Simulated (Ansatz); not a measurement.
Coupled-cluster run, C$_{3}$H$_{7}$AlO.

```yaml
crystal:
  periodic: [false, false, false]
  atoms:
    - {symbol: O, position_ang: [-1.336370, 0.838575, 0.182719]}
    - {symbol: C, position_ang: [-0.068014, 0.489652, 0.994542]}
    - {symbol: C, position_ang: [0.213494, -0.934735, 0.545099]}
    - {symbol: C, position_ang: [0.555149, -0.852798, -0.975901]}
    - {symbol: Al, position_ang: [0.381014, 1.092473, -0.788368]}
    - {symbol: H, position_ang: [-1.660196, 1.685525, 0.507660]}
    - {symbol: H, position_ang: [-0.257569, 0.670599, 2.048091]}
    - {symbol: H, position_ang: [1.077833, -1.286388, 1.115697]}
    - {symbol: H, position_ang: [-0.622675, -1.614779, 0.751970]}
    - {symbol: H, position_ang: [1.527408, -1.290459, -1.202223]}
    - {symbol: H, position_ang: [-0.187591, -1.342559, -1.608336]}
    - {symbol: H, position_ang: [0.454418, 2.489698, -1.537047]}
basis:
  gaussian: {orbitals: def2-TZVPP}
correlation: {method: ccsd_t}
```

```sh
$ ansatz run in.yaml --threads 4 --pin off --events-out ev --progress --plain --max-ram 10444MiB
```

The program prints (abridged):

```
Functional definition: HF
1567 factors; integrals over basis functions are off by at most 1.0e-3 eV
mean field evaluation 1: about -11817.9304 eV, gradient 4.4e1 eV
mean field evaluation 2: about -11818.2137 eV, gradient 4.4e1 eV
mean field evaluation 4: about -11823.0057 eV, gradient 4.6e0 eV
mean field evaluation 8: about -11823.0910 eV, gradient 3.5e-1 eV
mean field -11823.09157613 eV, -434.4906014436 hartree, gradient 2.3e-6 eV, S^2 0.000000; 0 other end points of the search recorded, 0 dependent functions left out
9 core orbitals not correlated: weight in the atoms' cores, before any rotation towards them, 1.000 or more for the frozen orbitals, at most 0.000 for the correlated occupied ones
reference -11823.09157613 eV, -434.4906014436 hartree; 14, 14 occupied and 241, 241 virtual orbitals, 1567 factors
second order -22.72816919 eV of doubles, -0.00000000 eV of singles
cycle   1  -23.07481426 eV  change   -3.5e-1 eV  update   1.0e-1
cycle   2  -23.64768657 eV  change   -5.7e-1 eV  update   3.0e-2
cycle   3  -23.76849160 eV  change   -1.2e-1 eV  update   1.5e-2
cycle   4  -23.75906269 eV  change    9.4e-3 eV  update   3.9e-3
cycle   5  -23.75890990 eV  change    1.5e-4 eV  update   2.1e-3
cycle   6  -23.75964983 eV  change   -7.4e-4 eV  update   7.0e-4
cycle   7  -23.75928031 eV  change    3.7e-4 eV  update   3.4e-4
cycle   8  -23.75919917 eV  change    8.1e-5 eV  update   1.1e-4
cycle   9  -23.75924239 eV  change   -4.3e-5 eV  update   4.2e-5
cycle  10  -23.75923053 eV  change    1.2e-5 eV  update   1.7e-5
perturbative correction -0.98978938 eV, -0.0363740887 hartree
Total energy: -11847.84059604 eV, -435.4001111495 hartree
```

It took 2.4 min on 4 threads of an Arm Neoverse V1 on a shared host, with 6.5 GiB of host memory at the peak.

MP2 recovers 91.8 % of the CCSD(T) correlation energy and the triples give 4.0 %; T1 = 0.0118.
